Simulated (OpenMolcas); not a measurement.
## W: effect of the active space

| Property | Result |
| --- | --- |
| Program | OpenMolcas |
| Method | MS-CASPT2 or its RAS form, IPEA 0.25 Eh, imaginary shift 0.1 Eh |
| Basis | ANO-RCC-VDZP |
| Scalar Hamiltonian | DKH2, point nucleus |
| Spin-orbit coupling | RASSI with atomic mean-field integrals over the reference wave functions, term energies averaged over their components |

A. 4 electrons in 5 orbitals (5d); 2S+1 = 5 even, 5 roots; 2S+1 = 3 even, 45 roots; 2S+1 = 1 even, 50 roots (49 in the spin-orbit step); closed shells correlated: 5s 5p 6s; CASPT2 step of the order of 18 core-seconds
B. 6 electrons in 6 orbitals (5d 6s); 2S+1 = 7 even, 1 root; 2S+1 = 5 even, 23 roots; 2S+1 = 3 even, 35 roots; 2S+1 = 1 even, 35 roots; closed shells correlated: 5s 5p; CASPT2 step of the order of 19 core-seconds
C. 6 electrons in 9 orbitals (RAS2 5d 6s; RAS3 6p, at most 2 electrons); 2S+1 = 5 even, 30 roots; 2S+1 = 7 even, 1 root kept (CI in the orbitals of an earlier block); 2S+1 = 3 even, 72 roots kept (CI in the orbitals of an earlier block); 2S+1 = 1 even, 44 roots kept (CI in the orbitals of an earlier block); 2S+1 = 5 odd, 29 roots; 2S+1 = 7 odd, 15 roots kept (CI in the orbitals of an earlier block); 2S+1 = 3 odd, 8 roots kept (CI in the orbitals of an earlier block); 2S+1 = 1 odd, 1 root kept (CI in the orbitals of an earlier block, 0 in the spin-orbit step); closed shells correlated: 5s 5p; CASPT2 step about 5 core-minutes

Energies in eV above 5d⁴ 6s² ⁵D₀, the measured ground level; measured values from NIST Handbook of Basic Atomic Spectroscopic Data.

| Level | A | B | C | Measured |
| --- | --- | --- | --- | --- |
| 5d⁴ 6s² ⁵D₀ | 0.0000 | 0.0000 | 0.0000 | 0.0000 |
| 5d⁴ 6s² ⁵D₁ | 0.2292 | 0.1609 | 0.1655 | 0.2071 |
| 5d⁴ 6s² ⁵D₂ | 0.472 | 0.349 | 0.356 | 0.4123 |
| 5d⁴ 6s² ⁵D₃ | 0.692 | 0.530 | 0.540 | 0.5988 |
| 5d⁴ 6s² ⁵D₄ | 0.886 | 0.704 | 0.714 | 0.7711 |
| 5d⁴ 6s² ³G₃ [53 %] | 2.095 | 2.051 | 1.949 |  |
| 5d⁴ 6s² ³H₅ [60 %] | 2.212 | 2.221 | 2.147 |  |
| 5d⁴ 6s² ³H₆ | 2.418 | 2.487 | 2.398 |  |
| 5d⁴ 6s² ³G₅ [59 %] | 3.010 | 2.813 | 2.697 |  |
| 5d⁴ 6s² ³D₁ | 3.086 | 2.583 | 2.476 |  |
| 5d⁴ 6s² ¹S₀ [75 %] | 3.333 | 2.824 | 2.722 |  |

Deviations, from unrounded energies. A percentage is the sum of absolute deviations over the sum of measured energies, with the sign that they share, or ± where signs differ.

| Against measurement | Levels | A | B | C |
| --- | --- | --- | --- | --- |
| mean absolute deviation (cm-1) | 4 | 580 | 500 | 430 |
| fine structure of the ground term (%) | 4 | +14.5 | -12.4 | -10.7 |

C lies closest to measurement on these levels and A furthest from it. The largest miss of C in the table is 5d⁴ 6s² ⁵D₃, by -480 cm-1. The ranking rests on the paired levels alone, and a cruder setting can come out closer through cancelling errors.

The spin-orbit steps hold different terms of 5d⁴ 6s² (B lacks a ¹D, a ¹G, a ³F, a ³P; C lacks a ¹D, a ³F, a ³P), which shifts levels as well.

The two smallest mean deviations differ by little beside CASPT2's spread within terms, so their order carries little weight.

Among A to C the level of the table that moves most is 5d⁴ 6s² ¹S₀ [75 %], by 4900 cm-1 (lowest in C, highest in A). Moves below CASPT2's spread within the term are not significant.

Term energies are means over components that CASPT2 splits; among the terms shown or strongly mixed into the levels shown the widest spread is 790 cm-1 (5d⁴ 6s² ¹I, B). The CASPT2 spread within a term exceeds the gap to the next term for 5d⁴ 6s² ³H and 5d⁴ 6s² ³F(1), so the order of their levels is uncertain, and so are names and mixing where such terms share a J (figures for A; the like holds for B, C). Some high roots are left out of the spin-orbit mixing, which shifts the levels that they would mix with (holds for A; C). With the s shell closed, the reference lacks s² → p², s² → d² and s → d mixing, so excited terms can stand far too high and out of order, with CASPT2 too (holds for A). Some terms miss by over 15 % even with CASPT2, which points to a basis or an active space too small for the shells correlated (holds for A; B). Configurations are named by rounded mean occupations; where the s occupation lies near a half they are strongly mixed, a name can repeat and a true partner stay unpaired (holds for B; C). The lowest spin-free term belongs to 5d⁵ 6s, not to the configuration of the lowest level (holds for B; C). Blocks of more than 70 roots (2S+1 = 3 even) ran without multistate coupling (holds for C). Terms from blocks run as CI alone lack orbitals of their own (holds for C). No level of 5d⁵ 6p was computed, though it lies in the active space (holds for C). Computed and measured levels are paired by configuration, term and J; levels that our copy of the source lacks, or whose pairing is in doubt (as where it misses far off the trend of its configuration), stay unpaired and out of the deviations. Levels of configurations outside the active space are missing. Levels that lie high or do not pair safely by name in every column are left out.

A share in square brackets marks a mixed level and gives the weight of the term that names it, the lowest over the columns. A number in round brackets counts repeated terms of one configuration in the order of the reference energies.
